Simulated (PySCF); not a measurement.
Vertical excitations of a molecule CH6O2Si2 from TDA-CAM-B3LYP/def2-SVPD run with PySCF, as energy in eV (oscillator strength): 3.24 (0.001), 6.24 (0.002), 6.85 (0.013), 6.94 (0.030), 7.33 (0.002), 7.36 (0.000), 7.65 (0.159), 7.71 (0.022), 7.92 (0.040), 8.26 (0.029). Lowest triplet (TDA): 2.51 eV. The structure is a stationary point at B3LYP-D3(BJ)/def2-SVP. The values are those of a single conformer.

Identify the compound among the candidates.
A) O=C[SiH2]O[SiH3]
B) O[Si@@H]1CO[SiH2]1
C) O=C[Si@@H](O)[SiH3]
D) C1O[SiH2]O[SiH2]1

A, O=C[SiH2]O[SiH3]
